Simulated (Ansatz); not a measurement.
The cluster Si₄H₆, relaxed as a singlet with RKS PBE-D4/def2-SVP in Ansatz, starting from the GFN1-xTB geometry. Force threshold 0.02 eV/Å.

Another isomer (singlet) lies 0.07 eV lower at PBE0-D4/def2-TZVP; other spin states weren't run for this one.

Start:

Cartesian coordinates in Å:
```
Si -1.057 -1.209 0.755
Si -0.596 -0.073 -1.243
Si 0.675 1.624 -0.240
Si 1.176 -0.557 0.459
H -1.280 -0.119 -2.555
H -2.015 -0.909 1.833
H 2.428 -1.131 1.006
H 0.262 2.811 0.528
H -1.282 -2.649 0.584
H 1.688 2.212 -1.126
```

Question: Estimate the energy that the relaxation releases and the steps that it takes.

Answer: 0.34 eV, in 8 steps; 7.5 s on 4 threads of Arm Neoverse V2 on a shared host. No frequencies were taken in this run, so the end may be a saddle point.

Question: Does the start keep its bonding and symmetry?

Answer: By distances, no bond broke or formed. The bond that changes most is Si2–Si4, from 2.50 to 2.42 Å (atoms count from 1). Point group C2v at the start, C2v at the end, both within 0.05 Å.

Question: Predict the relaxed structure.

Answer: 
Cartesian coordinates in Å:
```
Si -1.102 -1.202 0.806
Si -0.645 0.006 -1.105
Si 0.661 1.682 -0.208
Si 1.067 -0.462 0.540
H -0.871 -0.362 -2.545
H -2.025 -0.730 1.897
H 2.350 -1.244 0.549
H 0.125 2.790 0.659
H -1.269 -2.675 0.560
H 1.709 2.198 -1.154
```
Bond lengths: 5 × Si–Si 2.31 to 2.42 Å; 6 × H–Si 1.50 Å.
